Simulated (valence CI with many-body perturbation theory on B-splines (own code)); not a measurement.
# Hg47+: what the settings do

Calculated by configuration interaction combined with many-body perturbation theory (CI+MBPT): five valence electrons over a frozen Dirac-Fock core [Ar] 3d10, radial functions for each j: 6 s, 6 p, 5 d, 3 f, 1 g, with the one-electron correlation potential Σ1 (screened to all orders), the two-electron term Σ2, the three-electron term Σ3, Breit, model QED; selected single and double excitations, second order for the rest, scaled by the run's own slope (own B-spline code, finite nucleus).

The last digits are not significant, and no measured levels were compared; by estimate large intervals hold to a few tenths of a per cent, small ones and those within an open d or f shell to about a per cent. Among the levels kept, up to 370 cm⁻¹ of a level comes from second order outside the variational space, and about a tenth of that is noise between levels of different J, which matters for small intervals.

The reference run has the lowest level (4s^2 4p1/2^2 4p3/2) J=3/2 and an ionisation energy of 2540.44 eV. Its largest variational space holds 10000 state functions.

Levels are named by their leading jj configuration (3d3/2^4 stands for four electrons in 3d with j = 3/2), which in mixed levels can hold well under half, so a name can repeat and another be missing. Letters in brackets count levels of one name in rising energy.

Changed runs:
A. natural orbitals for correlation on → off
B. correlating orbitals by l 3 3 3 2 1 → 6 5 1 2 3
C. size limit of the variational space 10000 → 1500
D. start configuration 4s2 4p3 → 4s5 (bad on purpose)

Excitation energies of the reference run in cm⁻¹, and shifts in cm⁻¹:

```csv
Level,Reference,A,B,C
(4s^2 4p1/2 4p3/2^2) J=3/2,1113140,-388,+16,+2.0
(4s^2 4p1/2 4p3/2^2) J=5/2,1162380,-47,+36,+0.8
(4s^2 4p1/2 4p3/2^2) J=1/2,1224640,+258,+53,+3.4
(4s^2 4p1/2^2 4d3/2) J=3/2,1416440,+161,-4.5,-4.5
(4s^2 4p1/2^2 4d5/2) J=5/2,1718550,+120,-9.0,-4.8
(4s 4p1/2^2 4p3/2^2) J=5/2,2039610,-378,+22,-1.0
(4s 4p1/2^2 4p3/2^2) J=1/2,2169800,+85,+90,-5.0
(4s 4p1/2^2 4p3/2^2) J=3/2,2185880,-8.0,+88,-12
(4s^2 4p3/2^3) J=3/2,2346780,-88,+65,+2.7
(4s^2 4p1/2 4p3/2 4d3/2) J=5/2 [a],2522410,-258,+19,-1.3
(4s^2 4p1/2 4p3/2 4d3/2) J=3/2 [a],2527410,-371,+26,-1.1
(4s^2 4p1/2 4p3/2 4d3/2) J=1/2 [a],2528900,-427,+36,+1.7
Ionisation energy (eV),2540.44,-0.19,-0.0093,+0.0014
```

Run D: It gave no result: a shell was given more electrons than it holds. The program said: "a valence shell holds more than 4l+2 electrons".
